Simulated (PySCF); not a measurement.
Working out the ionisation energy of Zn⁺

Zn⁺ [Ar] 3d10 4s1 (2S) → Zn²⁺ [Ar] 3d10 (1S). Calculation: PySCF 2.14, in cc-pVDZ-PP with ECP10MDF (4s4p3d1f, 38 functions); scalar relativity through the core potential. Frozen: 3s2 3p6. Energies in hartree (1 hartree = 27.21139 eV):

```tsv
part	Zn⁺ (lower)	Zn²⁺ (upper)
UHF	-225.661679	-225.045773
CCSD correlation	-0.345096	-0.325266
(T)	-0.006270	-0.004644
```

**Question.** What does Hartree-Fock give?

**Answer.** (-225.045773) − (-225.661679) = 0.615906 hartree = 16.760 eV.

**Question.** What do CCSD and CCSD(T) give?

**Answer.** The CCSD correlation energies differ by 0.019830 hartree = 0.540 eV and the triples by 0.001626 hartree = 0.044 eV, so CCSD gives 17.300 eV and CCSD(T) 17.344 eV.

Measured between the centres of the two terms (NIST): 17.964 eV, so CCSD(T) (valence) is off by -0.620 eV.

A double-zeta basis recovers only part of the correlation energy.

What remains against the reference includes basis incompleteness, the frozen core and higher excitations.
